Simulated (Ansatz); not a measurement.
The cluster Ti4Al⁺, relaxed as a singlet with RKS B3LYP-D4/def2-SVP in Ansatz, starting from the GFN1-xTB geometry. Force threshold 0.02 eV/Å.

The restricted singlet is unstable towards broken spin symmetry in Hartree–Fock (as tested in another run); at B3LYP-D4/def2-SVP this wasn't settled. The relaxation made no stability test and no search for a lower SCF solution. No other spin state of charge 1 was run. Another isomer (singlet) lies 0.28 eV lower at PBE0-D4/def2-TZVP; other spin states weren't run for this one.

Start:

```xyz
5

Ti   -0.655    2.198   -0.403
Ti   -2.201    0.239    0.576
Ti    1.655   -1.307    0.870
Ti    2.025    1.063   -0.323
Al   -0.823   -2.194   -0.720
```

**Question.** Estimate the energy that the relaxation releases and the steps that it takes.

**Answer.** 5.66 eV, in 11 steps; 74 s on 4 threads of Arm Neoverse V2 on a shared host. No frequencies were taken in this run, so the end may be a saddle point.

**Question.** Does the start keep its bonding?

**Answer.** Bonds formed: Ti1–Ti3, Ti1–Al5, Ti2–Ti3, Ti2–Ti4, Ti4–Al5 (atoms count from 1).

**Question.** Predict the relaxed structure.

**Answer.** 
```xyz
5

Ti   -0.7433    1.2629   -0.3296
Ti   -1.7278    0.2199    0.8365
Ti    1.0121   -0.4217    1.0258
Ti    1.8560    0.1825   -0.5036
Al   -0.3970   -1.2436   -1.0291
```
Bond lengths (bridged metal pairs left out): 6 × Ti–Ti 1.85 to 3.83 Å; 4 × Al–Ti 2.62 to 2.72 Å.
